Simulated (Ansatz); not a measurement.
Relaxation of H6N2OSSi (11 atoms, charge 0, multiplicity 1), to a largest force component of 0.03 eV/Å in at most 50 steps.

All numbers below come from Ansatz, RHF/6-31G*.

```xyz
11
Properties=species:S:1:pos:R:3:forces:R:3
Si -0.080 0.020 -0.049 0.02 -0.04 0.03
S 1.355 1.513 -0.661 0.38 0.17 0.23
O -0.867 -0.234 -1.469 0.06 0.37 -0.28
H -0.717 0.522 -2.035 -0.46 -0.54 0.00
N 0.426 -1.520 0.450 0.00 0.03 -0.01
N -0.864 0.757 1.265 0.02 0.01 0.00
H 1.779 0.899 -1.761 -0.01 0.02 0.02
H 0.568 -2.250 -0.213 0.00 0.00 0.00
H 0.916 -1.670 1.304 0.00 0.00 0.01
H -1.051 1.736 1.311 0.00 0.00 0.00
H -1.465 0.227 1.859 0.00 -0.01 -0.01
```

Task: Where does it end, and by what steps?

Result: The forces met the threshold. After 9 steps the energy has fallen by 0.110 eV; H4 moved furthest, 0.44 Å.

| step | energy less start (eV) | largest force component (eV/Å) | accepted |
| --- | --- | --- | --- |
| 0 | 0.0000 | 0.542 | yes |
| 1 | -0.0546 | 0.784 | yes |
| 2 | -0.0713 | 0.570 | yes |
| 3 | -0.0864 | 0.319 | yes |
| 4 | -0.0974 | 0.858 | yes |
| 5 | -0.0948 | 0.503 | no |
| 6 | -0.1089 | 0.159 | yes |
| 7 | -0.1101 | 0.037 | yes |
| 8 | -0.1074 | 0.153 | no |
| 9 | -0.1103 | 0.011 | yes |

```xyz
11
Properties=species:S:1:pos:R:3
Si -0.030 0.023 -0.070
S 1.517 1.471 -0.492
O -0.801 -0.297 -1.486
H -1.141 0.436 -1.979
N 0.430 -1.529 0.448
N -0.883 0.785 1.187
H 1.889 0.995 -1.675
H 0.532 -2.265 -0.217
H 1.002 -1.661 1.254
H -1.000 1.772 1.267
H -1.515 0.270 1.762
```

The run took 16 s on 2 threads of AMD EPYC 7R43 64-Core Processor (Zen 3) (shared host), peak memory 0.21 GiB.
